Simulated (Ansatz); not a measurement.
Reaction (formal loss of a carbene): `NB([SeH])CO` → `[CH2]` (triplet) + `NB(O)[SeH]`

Calculated with Ansatz (gas phase, PBE0-D4/def2-TZVP geometries, no zero-point term in ΔE). CCSD(T)/CBS is the MP2 limit (def2-TZVPP, def2-QZVPP) plus CCSD(T) − MP2 in def2-TZVPP, frozen cores. This one scheme is used for every species. Functionals use def2-TZVPP. Triplets are unrestricted, without spin–orbit coupling. For Se outer-core shells are correlated without core-valence functions, which leaves a few kJ/mol of doubt a bond. Scalar relativity is left out up to krypton. Each species was taken in one conformer, which may not be the lowest.

| level | ΔE (kJ/mol) |
| --- | --- |
| ωB97M-V | 286.4 |
| CCSD/def2-TZVPP | 260.0 |

Problem. What does CCSD(T)/CBS give? (An estimate is asked.)

Solution. Ansatz gave: +283.1 kJ/mol. The listed levels differ from it by 3.3, -23.1 kJ/mol.

Largest T1 diagnostic among the species: 0.011.

In def2-TZVPP, CCSD(T) changes the Hartree–Fock value by +146.1 kJ/mol (the triples alone add +12.7 kJ/mol) and MP2 by +153.3 kJ/mol. The D4 term adds +10.7 kJ/mol with B3LYP and +5.8 kJ/mol with PBE0; it sums over pairs of atoms, weighted by their polarisabilities, and B3LYP, whose exchange is more repulsive, gets the larger term. From PBE to PBE0 (25 % exact exchange), in def2-TZVPP and without D4, ΔE moves by −12.7 kJ/mol.

B3LYP here is the variant with VWN-RPA as its local correlation; programs differ in this.
